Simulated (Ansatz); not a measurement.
Input for Ansatz (development build ahead of 0.2.0):

```yaml
crystal:
  periodic: [false, false, false]
  atoms:
    - { symbol: H, position_ang: [1.62, 0.0, 0.0] }
    - { symbol: H, position_ang: [1.31061, 0.98078, 0.0] }
    - { symbol: H, position_ang: [0.50061, 1.58693, 0.0] }
    - { symbol: H, position_ang: [-0.50061, 1.58693, 0.0] }
    - { symbol: H, position_ang: [-1.31061, 0.98078, 0.0] }
    - { symbol: H, position_ang: [-1.62, 0.0, 0.0] }
    - { symbol: H, position_ang: [-1.31061, -0.98078, 0.0] }
    - { symbol: H, position_ang: [-0.50061, -1.58693, 0.0] }
    - { symbol: H, position_ang: [0.50061, -1.58693, 0.0] }
    - { symbol: H, position_ang: [1.31061, -0.98078, 0.0] }
basis:
  gaussian: { orbitals: "6-31G" }
hamiltonian:
  xc: hf
```

The input is written out in the form of the current development build from the run's settings.

The run gave:

```json
{"Converged": "yes", "Total energy": "-5.37372 hartree", "Spin squared of the determinant": "0.000"}
```

Caution: stretched shape with no unrestricted run beside it, a lower state can exist.
